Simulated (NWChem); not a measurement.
System meant: C₂H₅FSe; SMILES CC[Se]F

Input file for NWChem:

```
start job
memory heap 200 mb stack 900 mb global 1100 mb
geometry units angstroms noautoz
  Se    -0.369381     0.650724    -0.000312
  F      1.398963     0.820432    -0.002542
  C     -0.367217    -1.193500     0.583775
  C      0.356500    -2.130167    -0.362210
  H     -1.441221    -1.433521     0.676903
  H      0.059403    -1.217011     1.598029
  H      1.398903    -1.806423    -0.494343
  H     -0.122142    -2.149376    -1.352317
  H      0.365808    -3.155217     0.041684
end
basis spherical
  * library def2-svp
end
dft
  xc b3lyp
  iterations 4
  mulliken
end
task dft energy
```

End of the output:

```
    Atom       Charge   Shell Charges
 -----------   ------   -------------------------------------------------------
    1 Se  34    33.63   2.00  2.00  1.96  1.12  0.65  5.99  5.79  1.98  1.91  7.83  2.04  0.36
    2 F    9     9.29   1.98  1.05  0.82  3.21  2.23  0.01
    3 C    6     6.16   1.96  0.61  0.32  1.89  1.28  0.08
    4 C    6     6.06   1.96  0.58  0.30  1.90  1.25  0.07
    5 H    1     0.97   0.64  0.26  0.07
    6 H    1     0.97   0.64  0.26  0.07
    7 H    1     0.97   0.64  0.27  0.07
    8 H    1     0.97   0.64  0.27  0.06
    9 H    1     0.97   0.64  0.27  0.06

 center of mass
 --------------
 x =  -0.03465395 y =   0.26339141 z =  -0.01716354

 moments of inertia (a.u.)
 ------------------
         525.163315228874           0.000000000000          -0.000000000000
           0.000000000000         235.378584963648          -0.000000000000
          -0.000000000000          -0.000000000000         688.868299520897

     Multipole analysis of the density
     ---------------------------------

     L   x y z        total         alpha         beta         nuclear
     -   - - -        -----         -----         ----         -------
     0   0 0 0      0.000000    -30.000000    -30.000000     60.000000

     1   1 0 0     -0.727585     -0.363793     -0.363793     -0.000000
     1   0 1 0     -0.624202     -0.312101     -0.312101     -0.000000
     1   0 0 1      0.066312      0.033156      0.033156     -0.000000

     2   2 0 0    -27.437715    -64.635828    -64.635828    101.833941
     2   1 1 0     -0.469054     -0.284340     -0.284340      0.099625
     2   1 0 1     -0.016200      1.676827      1.676827     -3.369854
     2   0 2 0    -25.994628   -151.641499   -151.641499    277.288369
     2   0 1 1     -0.823738     -1.385745     -1.385745      1.947751
     2   0 0 2    -27.596227    -26.855497    -26.855497     26.114768

 ------------------------------------------------------------------------
 dft energy failed                                                                                  0
 ------------------------------------------------------------------------
 ------------------------------------------------------------------------
  current input line :
    22: task dft energy
 ------------------------------------------------------------------------
 ------------------------------------------------------------------------
 This type of error is most commonly associated with calculations not reaching convergence criteria
 ------------------------------------------------------------------------
 For more information see the NWChem manual at https://nwchemgit.github.io

0:dft energy failed:Received an Error in Communication
```

Find the fault in this run and fix the input.

Convergence was not reached. Cause: the SCF was allowed too few iterations. This input runs:
```
start job
memory heap 200 mb stack 900 mb global 1100 mb
geometry units angstroms noautoz
  Se    -0.369381     0.650724    -0.000312
  F      1.398963     0.820432    -0.002542
  C     -0.367217    -1.193500     0.583775
  C      0.356500    -2.130167    -0.362210
  H     -1.441221    -1.433521     0.676903
  H      0.059403    -1.217011     1.598029
  H      1.398903    -1.806423    -0.494343
  H     -0.122142    -2.149376    -1.352317
  H      0.365808    -3.155217     0.041684
end
basis spherical
  * library def2-svp
end
dft
  xc b3lyp
  iterations 150
  mulliken
end
task dft energy
```
It converges to -2580.19825 Ha (B3LYP/def2-SVP).
